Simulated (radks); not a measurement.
Spherical quantum dot in the effective-mass picture: electrons in a parabolic well V = omega^2 r^2 / 2 with omega = 0.23, all in effective atomic units (hartree* = m*/eps^2 hartree, bohr* = eps/m* bohr), one dielectric constant everywhere. Calculated with a radial shooting solver with Libxc functionals: non-relativistic Kohn-Sham, LDA (Slater exchange, Perdew-Wang correlation), spin-polarised, spherical densities. Levels are named by radial order and angular momentum (1s, 1p, 1d, 2s, ...), and open shells are averaged over m.

N = 16, configuration 1s2 1p6 1d(up 5, down 3). This is the lowest configuration that the search found. Occupied and some empty levels:

| level | occupation | eigenvalue (hartree*) | <r> (bohr*) |
|---|---|---|---|
| 1s up | 1 | 3.3331 | 4.143 |
| 1s down | 1 | 3.3415 | 4.085 |
| 1p up | 3 | 3.4084 | 4.994 |
| 1p down | 3 | 3.4190 | 4.981 |
| 1d up | 5 | 3.5001 | 5.552 |
| 1d down | 3 | 3.5111 | 5.559 |
| 2s up | 0 | 3.5360 | 4.511 |
| 2s down | 0 | 3.5419 | 4.545 |
| 1f up | 0 | 3.6067 | 5.985 |
| 1f down | 0 | 3.6175 | 6.000 |
| 2p up | 0 | 3.6642 | 5.096 |
| 2p down | 0 | 3.6708 | 5.101 |

Energy (hartree*): total 33.7962, kinetic 2.4048, external 12.166, Hartree 22.330, exchange-correlation -3.1050.

Electron density:

| r (bohr*) | n(r) (e/bohr*^3) |
|---|---|
| 0.214 | 0.006289 |
| 0.753 | 0.006714 |
| 1.29 | 0.007621 |
| 1.83 | 0.008991 |
| 2.37 | 0.01071 |
| 2.91 | 0.01255 |
| 3.45 | 0.01413 |
| 3.99 | 0.01503 |
| 4.53 | 0.01485 |
| 5.07 | 0.01340 |
| 5.60 | 0.01084 |
| 6.14 | 0.007736 |
| 6.68 | 0.004789 |
| 7.22 | 0.002542 |
| 7.76 | 0.001150 |
| 8.30 | 0.0004406 |
| 8.84 | 0.0001431 |
| 9.38 | 0.00003944 |
| 9.91 | 9.220e-06 |
| 10.4 | 1.867e-06 |
